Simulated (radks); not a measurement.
Problem. Isoelectronic series with 57 electrons, all held in the configuration [Xe] 5d1 6s2, which need not be the ground one along the series. All-electron calculation, Dirac Kohn-Sham, PBEsol, spin-unpolarised, spherical densities, point nucleus; open shells fill j = l - 1/2 first. Program: a radial shooting solver on a logarithmic mesh with Libxc functionals. Total energies (hartree) and mean radii <r> (bohr) (* marks an orbital that is empty in some or all of the ions):

ion    E (hartree)  5d5/2*  5d3/2  6s1/2  5p3/2
La      -8494.2267   3.036  2.968  4.405  1.831
Ce+     -8861.3707   2.454  2.415  3.706  1.714
Pr2+    -9237.5585   2.146  2.116  3.265  1.612
Nd3+    -9622.8290   1.937  1.912  2.950  1.524
Pm4+   -10017.2316   1.780  1.758  2.707  1.446
Eu6+   -10833.6633   1.550  1.532  2.348  1.316
Gd7+   -11255.8197   1.462  1.445  2.210  1.261
Tb8+   -11687.3615   1.385  1.369  2.090  1.210
Dy9+   -12128.3627   1.318  1.302  1.985  1.164
Ho10+  -12578.9007   1.258  1.243  1.891  1.122
Er11+  -13039.0567   1.204  1.190  1.807  1.083
Tm12+  -13508.9158   1.156  1.142  1.732  1.047

Estimate the row of Sm5+.

Solution. E (hartree) -10420.8226; 5d5/2* 1.654; 5d3/2 1.634; 6s1/2 2.511; 5p3/2 1.377.
